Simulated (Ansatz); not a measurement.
Basis-set series for `N=C=N[SiH2][GaH2]`. Total charge 0; spin multiplicity 1. The structure was optimised at the PBE0-D4/def2-TZVP level. It is one conformer, not always the lowest.

Cartesian coordinates in Å:
```
N 2.424 1.377 -1.040
C 1.536 1.181 -0.228
N 0.618 1.132 0.549
Si -0.918 0.394 0.834
Ga -1.239 -1.691 -0.354
H 3.266 0.825 -1.052
H -1.026 0.172 2.302
H -1.964 1.389 0.468
H -2.622 -2.437 -0.289
H -0.075 -2.341 -1.190
```

```csv
functional,basis,functions,energy (Eh),HOMO (eV),LUMO (eV)
PBE0-D4,def2-TZVPP,253,-2364.47768,-7.09,-2.25
PBE0-D4,def2-QZVPP,480,-2364.53934,-7.11,-2.27
ωB97M-V,def2-TZVPP,253,-2364.83712,-9.12,-0.53
ωB97M-V,def2-QZVPP,480,-2364.89641,-9.14,-0.63
```

Give the rows for def2-SVP. (An estimate is asked.)

Computed: 
```
functional     basis  functions  energy (Eh)  HOMO (eV)  LUMO (eV)
   PBE0-D4  def2-SVP        117  -2363.95543      -6.99      -2.23
   ωB97M-V  def2-SVP        117  -2364.30886      -8.99      -0.48
```

Scalar relativity is left out up to krypton.
